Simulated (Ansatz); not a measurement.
Ansatz (an electronic-structure program) input (HF/6-31G* with LANL2DZ past Ar): The .json file joins the Basis Set Exchange's 6-31G* for atoms up to Ar and LANL2DZ past it.

Ansatz 0.2 input:
```yaml
crystal:
  periodic: [false, false, false]
  atoms:
    - {symbol: Zr, position_ang: [0.16512028, -0.11619366, 0.23932644]}
    - {symbol: O, position_ang: [1.00054447, -0.04179332, -1.27818131]}
    - {symbol: F, position_ang: [-1.62324077, 0.55356586, 0.07248807]}
basis:
  gaussian:
    orbitals: 6-31Gs+LANL2DZ.json
hamiltonian:
  xc: {name: HF}
magnetization: {spin_polarized: true, initial_magnetization: 1}
phonons: {temperatures: {t_min: 298.15, t_max: 298.15, t_step: 100}}
```

Output:

```
Functional definition: HF
integrals: 0.01 GiB planned
590 factors; integrals over basis functions are off by at most 3.0e-4 eV
mean field: 0.13 GiB planned
mean field evaluation 1: about -5988.2102 eV, gradient 4.6e1 eV
mean field evaluation 2: about -5988.2531 eV, gradient 4.6e1 eV
mean field evaluation 4: about -5997.5652 eV, gradient 6.6e0 eV
mean field evaluation 8: about -5997.7994 eV, gradient 7.5e-1 eV
mean field evaluation 16: about -5997.8335 eV, gradient 1.5e-5 eV
mean field evaluation 32: about -5997.7975 eV, gradient 6.2e-1 eV
mean field evaluation 64: about -5997.5882 eV, gradient 9.5e-1 eV
mean field evaluation 96: about -5997.8319 eV, gradient 2.5e-1 eV
mean field evaluation 128: about -5996.1746 eV, gradient 2.4e0 eV
mean field evaluation 160: about -5993.5727 eV, gradient 3.4e0 eV
mean field evaluation 192: about -5991.9829 eV, gradient 2.5e1 eV
mean field evaluation 224: about -5994.9910 eV, gradient 4.6e0 eV
mean field evaluation 256: about -5995.3657 eV, gradient 2.5e0 eV
mean field evaluation 288: about -5993.2729 eV, gradient 2.0e1 eV
mean field evaluation 320: about -5993.5916 eV, gradient 2.0e0 eV
mean field evaluation 352: about -5997.8335 eV, gradient 4.9e-3 eV
mean field evaluation 384: about -5997.6812 eV, gradient 4.0e0 eV
mean field -5997.83351656 eV, -220.4163162560 hartree, gradient 1.2e-5 eV, S^2 0.762792; 4 other end points of the search recorded, 0 dependent functions left out
the calculation of the forces begins
reference -5997.83351656 eV, -220.4163162560 hartree; 15, 14 occupied and 37, 38 virtual orbitals, 590 factors
these checks for a lower state are left out or cut short: stability, starts, cluster_reference, orbital_swaps, neighbouring_geometries, increment
integrals: 0.01 GiB planned
590 factors; integrals over basis functions are off by at most 3.0e-4 eV
mean field: 0.13 GiB planned
mean field -5997.83339812 eV, -220.4163119034 hartree, gradient 5.1e-6 eV, S^2 0.762656; 0 other end points of the search recorded, 0 dependent functions left out
the calculation of the forces begins
reference -5997.83339812 eV, -220.4163119034 hartree; 15, 14 occupied and 37, 38 virtual orbitals, 590 factors
these checks for a lower state are left out or cut short: stability, starts, cluster_reference, orbital_swaps, neighbouring_geometries, increment
integrals: 0.01 GiB planned
590 factors; integrals over basis functions are off by at most 3.0e-4 eV
mean field: 0.13 GiB planned
mean field -5997.83339700 eV, -220.4163118622 hartree, gradient 4.6e-6 eV, S^2 0.762930; 0 other end points of the search recorded, 0 dependent functions left out
the calculation of the forces begins
reference -5997.83339700 eV, -220.4163118622 hartree; 15, 14 occupied and 37, 38 virtual orbitals, 590 factors
these checks for a lower state are left out or cut short: stability, starts, cluster_reference, orbital_swaps, neighbouring_geometries, increment
integrals: 0.01 GiB planned
590 factors; integrals over basis functions are off by at most 3.0e-4 eV
mean field: 0.13 GiB planned
mean field -5997.83344126 eV, -220.4163134886 hartree, gradient 8.3e-6 eV, S^2 0.762535; 0 other end points of the search recorded, 0 dependent functions left out
the calculation of the forces begins
reference -5997.83344126 eV, -220.4163134886 hartree; 15, 14 occupied and 37, 38 virtual orbitals, 590 factors
these checks for a lower state are left out or cut short: stability, starts, cluster_reference, orbital_swaps, neighbouring_geometries, increment
integrals: 0.01 GiB planned
590 factors; integrals over basis functions are off by at most 3.0e-4 eV
mean field: 0.13 GiB planned
mean field -5997.83344100 eV, -220.4163134794 hartree, gradient 7.6e-6 eV, S^2 0.763057; 0 other end points of the search recorded, 0 dependent functions left out
the calculation of the forces begins
reference -5997.83344100 eV, -220.4163134794 hartree; 15, 14 occupied and 37, 38 virtual orbitals, 590 factors
these checks for a lower state are left out or cut short: stability, starts, cluster_reference, orbital_swaps, neighbouring_geometries, increment
integrals: 0.01 GiB planned
590 factors; integrals over basis functions are off by at most 3.0e-4 eV
mean field: 0.13 GiB planned
mean field evaluation 416: about -5997.7621 eV, gradient 2.8e-1 eV
mean field -5997.83348327 eV, -220.4163150326 hartree, gradient 5.7e-6 eV, S^2 0.762956; 0 other end points of the search recorded, 0 dependent functions left out
the calculation of the forces begins
reference -5997.83348327 eV, -220.4163150326 hartree; 15, 14 occupied and 37, 38 virtual orbitals, 590 factors
these checks for a lower state are left out or cut short: stability, starts, cluster_reference, orbital_swaps, neighbouring_geometries, increment
integrals: 0.01 GiB planned
590 factors; integrals over basis functions are off by at most 3.0e-4 eV
mean field: 0.13 GiB planned
mean field -5997.83348376 eV, -220.4163150508 hartree, gradient 6.1e-6 eV, S^2 0.762632; 0 other end points of the search recorded, 0 dependent functions left out
the calculation of the forces begins
reference -5997.83348376 eV, -220.4163150508 hartree; 15, 14 occupied and 37, 38 virtual orbitals, 590 factors
these checks for a lower state are left out or cut short: stability, starts, cluster_reference, orbital_swaps, neighbouring_geometries, increment
integrals: 0.01 GiB planned
590 factors; integrals over basis functions are off by at most 3.0e-4 eV
mean field: 0.13 GiB planned
mean field -5997.83344853 eV, -220.4163137560 hartree, gradient 7.4e-6 eV, S^2 0.763047; 0 other end points of the search recorded, 0 dependent functions left out
the calculation of the forces begins
reference -5997.83344853 eV, -220.4163137560 hartree; 15, 14 occupied and 37, 38 virtual orbitals, 590 factors
these checks for a lower state are left out or cut short: stability, starts, cluster_reference, orbital_swaps, neighbouring_geometries, increment
integrals: 0.01 GiB planned
590 factors; integrals over basis functions are off by at most 3.0e-4 eV
mean field: 0.13 GiB planned
mean field -5997.83344883 eV, -220.4163137669 hartree, gradient 8.0e-6 eV, S^2 0.762544; 0 other end points of the search recorded, 0 dependent functions left out
the calculation of the forces begins
reference -5997.83344883 eV, -220.4163137669 hartree; 15, 14 occupied and 37, 38 virtual orbitals, 590 factors
these checks for a lower state are left out or cut short: stability, starts, cluster_reference, orbital_swaps, neighbouring_geometries, increment
integrals: 0.01 GiB planned
590 factors; integrals over basis functions are off by at most 3.0e-4 eV
mean field: 0.13 GiB planned
mean field evaluation 448: about -5997.8334 eV, gradient 7.3e-5 eV
mean field -5997.83342790 eV, -220.4163129979 hartree, gradient 2.6e-6 eV, S^2 0.762767; 0 other end points of the search recorded, 0 dependent functions left out
the calculation of the forces begins
reference -5997.83342790 eV, -220.4163129979 hartree; 15, 14 occupied and 37, 38 virtual orbitals, 590 factors
these checks for a lower state are left out or cut short: stability, starts, cluster_reference, orbital_swaps, neighbouring_geometries, increment
integrals: 0.01 GiB planned
590 factors; integrals over basis functions are off by at most 3.0e-4 eV
mean field: 0.13 GiB planned
mean field -5997.83342853 eV, -220.4163130210 hartree, gradient 3.0e-6 eV, S^2 0.762817; 0 other end points of the search recorded, 0 dependent functions left out
the calculation of the forces begins
reference -5997.83342853 eV, -220.4163130210 hartree; 15, 14 occupied and 37, 38 virtual orbitals, 590 factors
these checks for a lower state are left out or cut short: stability, starts, cluster_reference, orbital_swaps, neighbouring_geometries, increment
integrals: 0.01 GiB planned
590 factors; integrals over basis functions are off by at most 3.0e-4 eV
mean field: 0.13 GiB planned
mean field -5997.83351414 eV, -220.4163161672 hartree, gradient 1.2e-6 eV, S^2 0.762801; 0 other end points of the search recorded, 0 dependent functions left out
the calculation of the forces begins
reference -5997.83351414 eV, -220.4163161672 hartree; 15, 14 occupied and 37, 38 virtual orbitals, 590 factors
these checks for a lower state are left out or cut short: stability, starts, cluster_reference, orbital_swaps, neighbouring_geometries, increment
integrals: 0.01 GiB planned
590 factors; integrals over basis functions are off by at most 3.0e-4 eV
mean field: 0.13 GiB planned
mean field -5997.83351408 eV, -220.4163161650 hartree, gradient 9.8e-7 eV, S^2 0.762783; 0 other end points of the search recorded, 0 dependent functions left out
the calculation of the forces begins
reference -5997.83351408 eV, -220.4163161650 hartree; 15, 14 occupied and 37, 38 virtual orbitals, 590 factors
Total energy: -5997.83351656 eV, -220.4163162560 hartree
Atom 0 at     0.165120    -0.116194     0.239326 Å, force     0.000068    -0.000001    -0.000096 eV/Å
Atom 1 at     1.000544    -0.041793    -1.278181 Å, force    -0.000093     0.000004     0.000117 eV/Å
Atom 2 at    -1.623241     0.553566     0.072488 Å, force     0.000026    -0.000004    -0.000021 eV/Å
Dipole moment:     0.215626    -0.311734     0.971677 e Å
Vibrations: 225.69 706.03 1026.22 cm⁻¹, zero-point energy 0.121377 eV
```

The blocks after the first are displaced geometries, from whose forces the wavenumbers follow.
